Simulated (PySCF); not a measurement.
CH5F2NSi, SMILES N[SiH2]C(F)F.

Geometry optimised at ωB97X-D3(BJ)/def2-SVP. The structure was generated by enumeration, and PubChem lists no compound with its InChIKey, so it may never have been made. One conformer was computed; it need not be the lowest.

All values below come from PBE/def2-TZVP (PySCF).

Gas-phase values at a fixed geometry.

- total energy = -584.73867 hartree
- highest occupied level = -6.21 eV
- lowest empty level = -0.70 eV
- orbital gap = 5.51 eV
- dipole moment = 2.60 D
- quadrupole, principal values (traceless, Buckingham form, about the centre of nuclear charge) = -2.58, -1.91, 4.48 D·Å
- mean static polarisability = 48.8 bohr³ (7.24 Å³)
- polarisability, principal values = 45.1, 49.2, 52.2 bohr³
